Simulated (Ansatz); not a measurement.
Reaction (formal exchange of groups at the As–O bond): `CO[AsH2]` + SiH₄ → `[SiH3][AsH2]` + CH₃OH

Isolated molecules relaxed with PBE0-D4/def2-TZVP in Ansatz; ΔE leaves out vibrations. CCSD(T)/CBS is the MP2 limit (def2-TZVPP, def2-QZVPP) plus CCSD(T) − MP2 in def2-TZVPP, frozen cores. This one scheme is used for every species. Functionals use def2-TZVPP. For As outer-core shells are correlated without core-valence functions, which leaves a few kJ/mol of doubt a bond. Scalar relativity is left out up to krypton.

```tsv
species	BLYP energy (Eh)
`CO[AsH2]`	-2352.25297
SiH₄	-291.87502
`[SiH3][AsH2]`	-2528.40885
CH₃OH	-115.73478
```

Q: Work out ΔE.

A: ΔE = (-2528.40885) + (-115.73478) − (-2352.25297) − (-291.87502) = -0.01564 Eh = -41.1 kJ/mol. CCSD(T)/CBS gives -54.0 kJ/mol.

Largest T1 diagnostic among the species: 0.012.

From r2SCAN to r2SCAN0 (25 % exact exchange), in def2-TZVPP and without D4, ΔE moves by −5.5 kJ/mol. In def2-TZVPP, CCSD(T) changes the Hartree–Fock value by −6.3 kJ/mol (the triples alone add +0.8 kJ/mol) and MP2 by −7.9 kJ/mol.
